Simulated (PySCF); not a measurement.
## `InChI=1S/C5H7ClFN/c1-4(2-3-8)5(6)7/h4-5H,2H2,1H3/t4-,5+/m1/s1`

Cartesian coordinates in Å; atom numbers follow the order of the lines, from 1:
```xyz
15

C    -0.532   -1.366   -0.811
C     0.095   -0.033   -0.413
C     1.001   -0.213    0.820
C     1.715    0.999    1.130
N     2.274    1.970    1.356
C    -0.978    1.006   -0.087
F    -1.805    0.544    0.891
Cl   -1.972    1.379   -1.519
H    -1.166   -1.237   -1.684
H    -1.139   -1.757    0.004
H     0.242   -2.090   -1.051
H     0.687    0.362   -1.244
H     0.397   -0.499    1.686
H     1.729   -1.005    0.628
H    -0.551    1.950    0.271
```

Computed, not measured: TDDFT wB97X-D/def2-SVPD circular dichroism and optical rotation, one conformer, gas phase in PySCF. Geometry: GFN2-xTB.

The molecule is flexible and this is one conformer; a measurement averages over conformers.

**Question.** Draw the ECD and absorption spectra from the lowest 16 states, each a Gaussian of half-width 0.2 eV at 1/e height.

**Answer.** 
```
E (eV)  λ (nm)  Δε (L mol⁻¹ cm⁻¹)  ε (L mol⁻¹ cm⁻¹)
  7.08     175               0.00             0.119
  7.23     172              -0.03              2.88
  7.38     168              -0.27              22.7
  7.53     165              -0.70              60.4
  7.68     162              -0.70              86.2
  7.83     158              -0.73               206
  7.98     155              -0.96               375
  8.13     153              -0.85               525
  8.28     150              -0.61               661
  8.43     147              -0.28               375
  8.58     145              -1.45               286
  8.73     142              -7.53              1140
  8.88     140             -13.78              2020
  9.03     137             -10.37              2090
  9.18     135              +4.61              4510
  9.33     133              -6.39              8140
  9.48     131             -60.18             10300
  9.63     129             -14.41             13500
```
Δε uses R in velocity form, ε uses f in length form. Only the states computed contribute, so the short-wavelength end is incomplete.
